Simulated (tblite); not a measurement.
Compound: C4H5F3O.
Atom-mapped SMILES: `[F:1][CH:2]([F:3])[C@@H:4]1[O:5][CH2:6][C@@H:7]1[F:8]` (hydrogens: H9 on C2; H10 on C4; H11, H12 on C6; H13 on C7)

Computed with GFN2-xTB (tblite), gas phase: nudged elastic band of 9 images (0 to 8), spring 0.2 eV/Å², climbing image at the end, force threshold 0.05 eV/Å. The top image wasn't refined or checked by frequencies; at this threshold it can lie a kcal/mol or more above the true saddle point of the method.

The band describes a rotation about C2–C4 (CHF2 carbon, sp3 carbon bound to oxygen), followed by the dihedral F1–C2–C4–O5, from the optimised start (-70°) to a second optimised geometry at 33°.

Question: Give the energy profile along the converged band.

Answer: 
```tsv
image	dihedral (°)	E (kcal/mol)	C2–C4 (Å)	F1···O5 (Å)	largest true force (eV/Å)
0	-70	0.00	1.531	2.95	0.01
1	-58	0.23	1.532	2.86	0.05
2	-45	0.78	1.535	2.76	0.06
3	-31	1.44	1.539	2.68	0.06
4	-18	1.95	1.541	2.63	0.05
5	-5	2.16	1.542	2.60	0.04
6	8	2.08	1.541	2.61	0.04
7	21	1.85	1.538	2.64	0.04
8	33	1.52	1.536	2.69	0.01
```

Barriers of this band. The top is image 5 at -5°: 2.16 kcal/mol forward and 0.64 kcal/mol back; the end lies 1.52 kcal/mol above the start. The central bond is 0.011 Å longer at the top than at the start.

Question: What rate follows at 298 K for crossing this barrier forward?

Answer: Taking the electronic barrier for the free energy of activation (no zero-point or entropy terms, transmission 1), rate = (kT/h)·exp(−ΔE/kT) ≈ 2 × 10^11 s⁻¹, whose inverse is 6 × 10^-12 s. An error of 1 kcal/mol in the barrier changes this by a factor of 5, and the method and the loose band can each miss by that much or more. The barrier is only 3.7 kT, where transition-state theory is rough.

Question: How would the two end points share their population at 298 K, from these energies alone?

Answer: exp(−ΔE/kT) with ΔE = 0.066 eV gives 0.077 for the higher one (end) against 1 for the lower, without vibrational, rotational or degeneracy terms.

Question: How long is the path, and how are the images spaced?

Answer: Cartesian distances between aligned neighbours (all atoms, Å): 0.39, 0.41, 0.41, 0.41, 0.41, 0.41, 0.42, 0.49; the sum is 3.36 Å, and the top lies 61 % of the way along.

What follows is the cost of the whole band run. The run took 7.0 s wall, 5.3 s CPU on Intel Xeon at 2.50 GHz, one thread, no GPU (shared host), and the process peaked at 0.18 GiB of memory.
